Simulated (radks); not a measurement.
The numbers below are computed, except where a source is named.
Ionisation of neutral boron, [He] 2s2 2p1, to [He] 2s2 as the strength of local exchange is varied. Level of theory: non-relativistic Kohn-Sham, Slater X-alpha exchange (alpha = 2/3 is LDA exchange), no correlation, spin-polarised, spherical densities, point nucleus; open shells are filled with parallel spins first (a radial shooting solver on a logarithmic mesh with Libxc functionals).

\begin{tabular}{lrrrrr}
alpha & E(B) (hartree) & exchange (hartree) & IE (eV) & -e of the level emptied (eV) & <r> of it (bohr) \\ \hline
0.667 & -24.06520 & -3.23202 & 7.557 & 3.271 (2p) & 2.313 \\
0.677 & -24.11369 & -3.28533 & 7.651 & 3.351 (2p) & 2.299 \\
0.797 & -24.70118 & -3.93600 & 8.811 & 4.359 (2p) & 2.151 \\
0.882 & -25.12352 & -4.40900 & 9.679 & 5.135 (2p) & 2.062 \\
0.928 & -25.35422 & -4.66916 & 10.164 & 5.575 (2p) & 2.018 \\
0.945 & -25.43985 & -4.76605 & 10.346 & 5.741 (2p) & 2.002 \\
1.024 & -25.84049 & -5.22153 & 11.211 & 6.538 (2p) & 1.934 \\
\end{tabular}

NIST Atomic Spectra Database: 8.298 eV (measured). The Delta-SCF value meets it near alpha = 0.74. Open shells are spherical and high-spin; term and fine-structure splittings are not resolved.
